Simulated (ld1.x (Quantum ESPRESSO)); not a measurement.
# Pseudopotential generation for nitrogen: ultrasoft, PBEsol, scalar-relativistic.

ld1.x (Quantum ESPRESSO) 7.5 input, shortened:

```
&input
   title='N', zed=7., rel=1, dft='PBESOL', iswitch=3,
   config='[He] 2s1 2p4'
 /
 &inputp
   pseudotype=3, tm=.true., lloc=-2, rcloc=1.05,
   nlcc=.true., new_core_ps=.true.
 /
4
2S  1  0   1.00   0.00  1.00  1.20  0.0
2S  1  0   0.00  -0.65  1.00  1.20  0.0
2P  2  1   4.00   0.00  1.30  1.75  0.0
2P  2  1   0.00  -0.10  1.30  1.75  0.0
 &test
   configts(1)='2s1 2p4'
 /
```

All-electron outer shells of the reference configuration (PBEsol, scalar-relativistic, ld1.x):

```tsv
shell	level (eV)	outermost node (bohr)	outermost maximum (bohr)
1s	-383.89	–	0.15
2s	-18.91	0.32	1.02
2p	-7.46	–	0.97
```

What the tests gave:

```
Cutoffs needed                            : 25 Ry and 35 Ry (the cutoffs (Ry, on a coarse ladder) from which the occupation-weighted sum of valence levels, in a spherical-Bessel basis at the reference potential, stays within 10 and 1 mRy of its value at 400 Ry)
Ghost test                                : no extra level below or beside the all-electron valence levels (s, p, d, f tested) (spherical-Bessel basis up to 400 Ry, 20 bohr box)
Largest excitation error                  : +625 meV (all-electron minus pseudo) for 2s1 2p0, out of 7 test configurations
Lowest eigenvalue of the overlap operator : 0.57 (s channel)
```

Generation and tests took about 1.5 s on one core of a shared server CPU.
